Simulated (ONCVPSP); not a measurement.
**Potentials for P compared**

Generated with ld1.x 7.5 (TM, RRKJ, ultrasoft, PAW), atompaw 4.2 or ONCVPSP 4.0.1. The cutoff is in Ry: for ld1.x and atompaw files where the sum of valence levels is converged to 10 mRy in a Bessel basis, for ONCV files where the hardest occupied wave has 1 mHa per electron of residual kinetic energy. The error is the largest all-electron minus pseudo excitation energy over each file’s own four to seven test configurations (ionisations up to +4, promotions, holes and added fractions of an electron), all of which were solved. The labels leave out finer settings (local radius, basis sizes, second energies), which also bear on the numbers. Spin-polarised tests are not counted. The rows are a selection from randomly drawn settings: files with unsolved tests, undetermined cutoffs or missed reference levels are left out.

| potential | cutoff (Ry) | largest error (meV) | bound ghosts |
| --- | --- | --- | --- |
| ONCV, BLYP, scalar-relativistic, rc 1.50/1.50 (sp), local p, core correction no, reference 3s2 3p2, qcut 3.7/4.4, projectors 3/0 | 58 | +85 | none |
| ONCV, revPBE, scalar-relativistic, rc 1.50/1.60/1.70 (spd), local smoothed, core correction yes, reference 3s1 3p4, qcut 5.2/6/5.7, projectors 2/2/2 | 21 | +121 | none |
| ONCV, PBE, scalar-relativistic, rc 0.90/1.05 (sp), local smoothed, core correction yes, reference 2s2 2p6 3s1.5 3p3.5, qcut 14.6/11.2, projectors 2/2 | 125 | +16 | none |
| ONCV, PW91, scalar-relativistic, rc 1.05/0.70/0.70 (spd), local d, core correction yes, reference 2s2 2p6 3s1.5 3p3.5, qcut 9.2/18.3/12, projectors 2/2/0 | 287 | +12 | none |

Problem. Fill in the row for P: ONCV, PBE, scalar-relativistic, rc 0.95/0.80 (sp), local smoothed, core correction yes, reference 2s2 2p6 3s2 3p3, qcut 16.6/14.6, projectors 2/2.

Solution. cutoff 208 Ry, largest error +520 meV, bound ghosts: none.

Problem. Fill in the row for P: ONCV, PBE, scalar-relativistic, rc 1.00/0.75/1.00 (spd), local smoothed, core correction yes, reference 2s2 2p6 3s2 3p3, qcut 14.8/21.3/9.3, projectors 2/2/2.

Solution. cutoff 318 Ry, largest error +8.1 meV, bound ghosts: none.

Problem. Fill in the row for P: ONCV, PBEsol, scalar-relativistic, rc 1.92/1.92/2.06 (spd), local s, core correction yes, reference 3s2 3p3, qcut 5.2/6.4/6.3, projectors 0/2/2.

Solution. cutoff 19 Ry, largest error +174 meV, bound ghosts: none.
